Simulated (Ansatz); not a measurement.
```yaml
crystal:
  periodic: [false, false, false]
  atoms:
    - {symbol: C, position_ang: [0.408011, 0.900303, 1.568811]}
    - {symbol: Si, position_ang: [0.009903, 0.026485, -0.045171]}
    - {symbol: C, position_ang: [1.318473, -1.256452, -0.435829]}
    - {symbol: C, position_ang: [-1.683052, -0.777010, 0.076485]}
    - {symbol: B, position_ang: [-0.052050, 1.426280, -1.530432]}
    - {symbol: F, position_ang: [-0.907470, 2.438797, -1.494293]}
    - {symbol: F, position_ang: [0.742527, 1.401841, -2.590000]}
    - {symbol: H, position_ang: [1.393563, 1.371290, 1.538071]}
    - {symbol: H, position_ang: [-0.329088, 1.676335, 1.789018]}
    - {symbol: H, position_ang: [0.403871, 0.187370, 2.398372]}
    - {symbol: H, position_ang: [1.104761, -1.764450, -1.379481]}
    - {symbol: H, position_ang: [1.366198, -2.014576, 0.350855]}
    - {symbol: H, position_ang: [2.307135, -0.798942, -0.522037]}
    - {symbol: H, position_ang: [-1.943569, -1.305896, -0.843578]}
    - {symbol: H, position_ang: [-1.702555, -1.501582, 0.895661]}
    - {symbol: H, position_ang: [-2.459556, -0.032391, 0.267848]}
basis:
  gaussian: {orbitals: cc-pVTZ, final_grid: {core_spheres: 1, valence_spheres: 1, degree: 1}}
magnetization: {spin_polarized: true, initial_magnetization: 0}
hamiltonian: {xc: {name: wB97M-V}}
output: {forces: true}
```

```sh
$ ansatz run in.yaml --threads 8 --pin off --events-out ev --progress --plain --max-ram 18278MiB
```

Output, abridged:

```
Functional definition: wB97M-V
1820 factors; their error is unknown
451 factors; integrals over basis functions are off by at most 8.1e-6 eV
mean field evaluation 1: about -17240.8087 eV, gradient 4.7e1 eV
mean field evaluation 2: about -17243.8318 eV, gradient 4.1e1 eV
mean field evaluation 4: about -17249.4477 eV, gradient 1.6e0 eV
mean field evaluation 16: about -17292.0763 eV, gradient 2.2e-1 eV
mean field evaluation 32: about -17292.0772 eV, gradient 1.6e-4 eV
mean field -17292.09228398 eV, -635.4726704353 hartree, gradient 2.2e-5 eV, S^2 0.009500; 0 other end points of the search recorded, 0 dependent functions left out
reference -17292.09237620 eV, -635.4726738242 hartree; 32, 32 occupied and 308, 308 virtual orbitals, 1820 factors
Total energy: -17292.09237620 eV, -635.4726738242 hartree
Atom 0 at     0.408011     0.900303     1.568811 Å, force    -0.724769     1.947711    -3.704220 eV/Å
Atom 1 at     0.009903     0.026485    -0.045171 Å, force     2.963345    16.882165   -23.760863 eV/Å
Atom 2 at     1.318473    -1.256452    -0.435829 Å, force    -6.505082    16.039927    -8.281441 eV/Å
Atom 3 at    -1.683052    -0.777010     0.076485 Å, force     0.906425     3.439477    -2.402988 eV/Å
Atom 4 at    -0.052050     1.426280    -1.530432 Å, force     2.190072   -36.737257    38.285983 eV/Å
Atom 5 at    -0.907470     2.438797    -1.494293 Å, force    10.994550    -8.167536    -5.630584 eV/Å
Atom 6 at     0.742527     1.401841    -2.590000 Å, force    -7.540643     2.110078     7.743105 eV/Å
Atom 7 at     1.393563     1.371290     1.538071 Å, force    -4.682165    -1.930281     2.500196 eV/Å
Atom 8 at    -0.329088     1.676335     1.789018 Å, force     3.825375    -6.695480    -0.381946 eV/Å
Atom 9 at     0.403871     0.187370     2.398372 Å, force    -0.002976     5.422519    -7.749581 eV/Å
Atom 10 at     1.104761    -1.764450    -1.379481 Å, force    -0.692379     1.000813     6.528840 eV/Å
Atom 11 at     1.366198    -2.014576     0.350855 Å, force    -1.536494     6.945175    -5.729568 eV/Å
Atom 12 at     2.307135    -0.798942    -0.522037 Å, force    -5.013231    -2.540069     3.268914 eV/Å
Atom 13 at    -1.943569    -1.305896    -0.843578 Å, force    -0.607923     1.481537     5.601433 eV/Å
Atom 14 at    -1.702555    -1.501582     0.895661 Å, force     1.069916     6.327281    -6.964799 eV/Å
Atom 15 at    -2.459556    -0.032391     0.267848 Å, force     5.355979    -5.526059     0.677519 eV/Å
Dipole moment:     0.061490    -0.159381     0.093195 e Å
```

Q: What is wrong with this run?

A: The integration grid is far too coarse. The calculation finished and met its thresholds. The result belongs to that input, not to the molecule as meant.
